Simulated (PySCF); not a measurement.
Gas-phase reaction: 2 GeHF3 + GeH4 → 3 GeF2 + 3 H2

Energies from PySCF, thermal terms from the rigid-rotor harmonic-oscillator model, ideal gas at 1 bar. † marks an energy on the PBE0/def2-TZVP geometry and frequencies; other levels use their own. CCSD(T) freezes the core. 6-31G* has spherical d functions here. All species are closed-shell singlets. B3LYP is the form with VWN-RPA correlation. Ge: all electrons, no relativistic terms. GeHF3: computed as isolated molecules; such fragments, hydroxides, amides, oligomers or adducts are transient or little studied in the gas. CCSD(T) isn't extrapolated to the basis-set limit; its ΔH°(298 K) is 195.1 kJ in def2-SVP and 184.2 kJ in def2-TZVPP. The harmonic model lacks anharmonicity and excited electronic states, which grow with temperature; levels with a mode under 35 cm⁻¹ are left out.

ΔH° and ΔS° at 298 K: B3LYP/6-31G* 61 kJ, 398 J/K; B3LYP/def2-TZVP† 60 kJ, 398 J/K; CCSD(T)/def2-SVP† 195 kJ, 398 J/K.

With the heat capacities included, give log10 K (1 bar) at 600, 800, 1000, 2000, 2500 K from B3LYP/6-31G*, B3LYP/def2-TZVP†, CCSD(T)/def2-SVP†.


```csv
T (K),B3LYP/6-31G*,B3LYP/def2-TZVP†,CCSD(T)/def2-SVP†
600,15.7,15.8,4.1
800,17.2,17.3,8.5
1000,18.0,18.1,11.0
2000,19.3,19.4,15.8
2500,19.4,19.4,16.6
```
